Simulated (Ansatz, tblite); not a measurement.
Removing and adding an electron: diphenyliodonium iodide, `[I-].c1ccc([I+]c2ccccc2)cc1`. The state is a singlet with charge 0. Geometry: PBE-D4/def2-SVP. Ansatz, gas phase; energy differences of separate SCF runs; the oxidised species was run as a doublet alone; the reduced species was run as a doublet alone.

Cartesian coordinates in Å:
```
I -0.026 -1.840 2.039
C -4.910 0.446 0.341
C -4.287 0.565 -0.911
C -2.882 0.555 -1.005
C -2.150 0.425 0.176
I 0.062 0.701 -0.077
C 2.189 -0.019 -0.240
C 2.721 0.106 -1.524
C 4.094 -0.156 -1.694
C 4.881 -0.533 -0.595
C 4.305 -0.654 0.681
C 2.933 -0.406 0.868
C -2.734 0.289 1.432
C -4.138 0.314 1.508
H -6.008 0.447 0.408
H -4.890 0.654 -1.828
H -2.385 0.645 -1.984
H 2.096 0.399 -2.382
H 4.540 -0.077 -2.698
H 5.952 -0.746 -0.735
H 4.922 -0.947 1.545
H 2.456 -0.535 1.854
H -2.116 0.145 2.332
H -4.626 0.223 2.490
```

In the def2 sets I takes a core potential; there is no spin–orbit coupling. The xTB rows come from tblite. HOMO above LUMO, or a gap near zero within one spin, warns that the state may not be the lowest or that an electron is smeared out.

```csv
level,−HOMO (eV),vertical IE (eV),−LUMO (eV),vertical EA (eV),HOMO–LUMO gap (eV),IE − EA (eV),remarks
GFN1-xTB,10.35,12.68,9.25,6.89,1.10,5.79,–
GFN2-xTB,9.64,12.20,8.52,6.31,1.13,5.88,–
PBE-D4/def2-SVP,5.10,7.53,4.28,2.17,0.83,5.36,"HOMO above zero (-1 doublet), gap within one spin near zero (+1 doublet), restricted SCF unstable in HF (singlet)"
PBE0-D4/def2-SVP,6.16,7.61,3.80,2.46,2.35,5.15,restricted SCF unstable in HF (singlet)
```

Relaxing the reduced species (PBE-D4/def2-SVP) changes its energy by -0.60 eV at PBE-D4/def2-SVP, so the adiabatic electron affinity to this nearest minimum is 2.77 eV. On the way the bond I1–I6 breaks. At PBE0-D4/def2-SVP it is 2.96 eV.     A HOMO above zero means that the electron is unbound at that level or that self-interaction error raises the level; the energy of removing that electron tells which. Raw xTB energy differences between charge states are shifted by several eV; the methods need an empirical correction for them. Sets without diffuse functions give affinities that are too small.
